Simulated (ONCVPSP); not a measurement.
## Building the ONCV potential for bromine (Br) (LDA (Perdew-Zunger), scalar-relativistic).

Br (Z = 35), optimised norm-conserving Vanderbilt (ONCV), made with ONCVPSP 4.0.1 (LDA (Perdew-Zunger), scalar-relativistic). Core [Ar] 3d10, reference 4s2 4p5. Waves: 4s: rc 1.20 bohr, ncon 4, nbas 7, qcut 6.2 1/bohr, local; 4p: rc 1.75 bohr, ncon 4, nbas 8, qcut 4 1/bohr, 3 projectors, debl 1.7 Ha. Local part: the s channel. Core correction: polynomial model core, fcfact 0.25.

All-electron outer shells of the reference configuration (LDA (Perdew-Zunger), scalar-relativistic, ld1.x):

| shell | level (eV) | outermost node (bohr) | outermost maximum (bohr) |
| --- | --- | --- | --- |
| 3p | -173.21 | 0.21 | 0.48 |
| 3d | -67.00 | – | 0.43 |
| 4s | -20.32 | 0.67 | 1.41 |
| 4p | -8.01 | 0.70 | 1.66 |

Question: Estimate the cutoffs (Ha) at which the residual kinetic energy of the hardest occupied pseudo-wave falls to 1 and 0.1 mHa per electron.

Answer: 66 Ha and 87 Ha.

Question: Does the potential have ghost states?

Answer: No bound ghost flagged; no localised positive-energy state flagged.

Question: Which valence shell sets the plane-wave cutoff?

Answer: 4s: 66 Ha for 1 mHa per electron, against 11 Ha for 4p.

Question: Tests: 4s2 4p4; 4s2 4p3; 4s2 4p2; 4s1 4p5. Which has the largest error in its energy relative to the reference configuration, and how large is it?

Answer: 4s2 4p2, with -48 meV (all-electron minus pseudo) on +69.87 eV.
